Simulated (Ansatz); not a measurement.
BFGeH4S, SMILES `F[BH][GeH2][SH]`, relaxed with RKS PBE0-D4/def2-TZVP in Ansatz 0.2.0 from a PBE-D4/def2-SVP geometry. The force threshold is 0.005 eV/Å; the program also tests the step.

Total charge 0; spin multiplicity 1.

Start:

```xyz
8

F    -0.217   -1.202   -1.877
B     0.210   -0.048   -1.366
Ge    0.675    0.079    0.643
S    -1.467    0.664    1.211
H     0.166    0.946   -2.074
H     1.102   -1.179    1.446
H     1.505    1.310    1.085
H    -1.974   -0.570    0.934
```

Task: How much energy does the relaxation release, and in how many steps? (Best estimate.)

Result: The calculation gave: 4.22 kJ/mol, in 9 steps, 2 of them rejected.

Task: Which bonds change most? (Best estimate.)

Result: Computed: Ge3–S4 from 2.291 to 2.244 Å; B2–H5 from 1.222 to 1.200 Å; S4–H8 from 1.363 to 1.343 Å; Ge3–H6 from 1.553 to 1.539 Å.

Task: Give the relaxed structure. (An estimate is asked.)

Result: Ansatz gave: 
```xyz
8

F    -0.065   -1.218   -1.932
B     0.242   -0.049   -1.407
Ge    0.572    0.098    0.639
S    -1.457    0.645    1.427
H     0.228    0.903   -2.137
H     1.072   -1.176    1.343
H     1.446    1.294    1.043
H    -2.038   -0.497    1.024
```
